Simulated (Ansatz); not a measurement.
Species: CH5OSi (charge 0, doublet). It need not be the lowest isomer of its formula. 
Structure (B3LYP-D3(BJ)/def2-TZVP (Ansatz, a program for electronic structure) minimum search):
SMILES: O(C)[SiH2]
```xyz
8

C      1.5895     0.1852    -0.2934
O      0.3322    -0.4703    -0.3506
Si    -1.0430     0.0571     0.3925
H      1.4867     1.2626    -0.4566
H      2.0717     0.0181     0.6735
H      2.2212    -0.2309    -1.0776
H     -1.2194     1.5222     0.1450
H     -2.1537    -0.7205    -0.2150
```
Charge 0, spin multiplicity 2.

Basis-set convergence of Hartree-Fock and CCSD correlation energies (hartree) with Ansatz. Cores are frozen in the correlated levels unless marked. UHF or UKS for open shells. No spin-orbit coupling. No relativistic terms.

```tsv
basis	functions	E(HF)	E(corr, CCSD)
def2-SVP	71	-404.37123	-0.44968
def2-TZVPP	174	-404.61846	-0.55134
def2-QZVPP	334	-404.63370	-0.58374
```

Extrapolating the two largest sets (X = 3 and 4) as X^-3: E(corr) = (64·(-0.58374) - 27·(-0.55134))/37 = -0.6074 Eh, an estimate of the basis-set limit. The largest set recovers 96.1 % of it, the smallest 74.0 %.
